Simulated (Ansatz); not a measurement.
Molecule: NaLi, charge 0, multiplicity 1. 
Geometry from a B3LYP-D3(BJ)/def2-TZVP (Ansatz, a first-principles code) optimisation:
SMILES: [Li][Na]
```xyz
2

Li     0.0000     0.0000    -2.2753
Na     0.0000     0.0000     0.6205
```
Charge 0, spin multiplicity 1.

Computed values are from Ansatz. Correlated levels leave the core frozen unless marked. UHF or UKS for open shells. Spin-orbit coupling is left out. No relativistic terms. CBS marks a two-point X^-3 extrapolation of the correlation energy; Hartree-Fock from the larger set.

The Hartree-Fock reference is unstable (checked in the largest basis), which strains HF and MP2. 

Q: What is the dipole moment at CCSD(T)/def2-SVPD?

A: 0.80 D.

Q: What is the atomisation energy De at CCSD(T)/CBS(def2-TZVPPD,def2-QZVPPD)?

A: 20.2 kcal/mol.

Q: What is the total energy at CCSD(T)/CBS(def2-TZVPPD,def2-QZVPPD)?

A: -169.3238 Eh.

Q: What is the T1 diagnostic at CCSD/def2-QZVPP?

A: 0.019.
